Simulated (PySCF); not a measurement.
B3LYP has the VWN-RPA correlation part, as in Gaussian. Excitations are Tamm–Dancoff values on a coarser integration grid. The basis has no diffuse functions, so Rydberg states are missing or too high.

Species: C3H9Al, SMILES `[Al]([CH3])([CH3])[CH3]` (charge 0, multiplicity 1).

### Question
Estimate the adiabatic ionisation energy (no zero-point term), brightest of the four lowest singlets (TDA) and HOMO–LUMO gap that PySCF with B3LYP-D3(BJ)/def2-TZVP returns for this input.

### Answer

```
Item                                                Value
------------------------------------------------  -------
adiabatic ionisation energy (no zero-point term)  8.86 eV
brightest of the four lowest singlets (TDA)       6.53 eV
HOMO–LUMO gap                                     6.72 eV
```
